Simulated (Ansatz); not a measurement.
Job for Ansatz (an electronic-structure program): R-BLYP/def2-TZVPP on CH6GaN (SMILES C[NH][GaH2]), a point of a torsion scan.

Ansatz 0.2 input:
```yaml
crystal:
  periodic: [false, false, false]
  atoms:
    - {symbol: C, position_ang: [-1.23081636, 0.29601090, 0.23793377]}
    - {symbol: N, position_ang: [-0.07015938, -0.56747753, 0.00266247]}
    - {symbol: Ga, position_ang: [1.09011331, -0.48285832, -1.39761115]}
    - {symbol: H, position_ang: [-2.10632755, -0.00058076, -0.35136489]}
    - {symbol: H, position_ang: [-0.96701222, 1.31302488, -0.06471594]}
    - {symbol: H, position_ang: [-1.49751185, 0.31081571, 1.29664604]}
    - {symbol: H, position_ang: [-0.19716705, -1.46195659, 0.47037097]}
    - {symbol: H, position_ang: [2.09034236, -1.65588890, -1.57553912]}
    - {symbol: H, position_ang: [1.14014860, 0.78764425, -2.29041333]}
basis:
  gaussian:
    orbitals: def2-TZVPP
hamiltonian:
  xc: {name: BLYP}
scf: {lower_state_search: off}
```

Program output:

```
WARN ansatz: RAYON_NUM_THREADS=1 ignored (pool sized by the plan → 1); use --threads N
Functional definition: BLYP
these checks for a lower state are left out or cut short: stability, starts, cluster_reference, orbital_swaps, neighbouring_geometries, increment
integrals: 0.10 GiB planned
1057 factors; their error is unknown
mean field: 0.74 GiB planned
mean field evaluation 1: about -54989.4247 eV, gradient 8.8e1 eV
mean field evaluation 2: about -54906.8607 eV, gradient 1.8e2 eV
mean field evaluation 4: about -55003.5934 eV, gradient 2.2e1 eV
mean field evaluation 8: about -55004.4517 eV, gradient 5.7e-2 eV
mean field evaluation 16: about -55004.4261 eV, gradient 1.6e-5 eV
mean field -55004.42612467 eV, -2021.3753767426 hartree, gradient 1.1e-6 eV, S^2 0.000000; 0 other end points of the search recorded, 0 dependent functions left out
reference -55004.42649355 eV, -2021.3753902986 hartree; 25, 25 occupied and 169, 169 virtual orbitals, 1057 factors
Total energy: -55004.42649355 eV, -2021.3753902986 hartree
Checks for a lower state left out: stability, starts, cluster_reference, orbital_swaps, neighbouring_geometries, increment
```

The run converged.

Cost: very roughly 1.9 core-seconds.
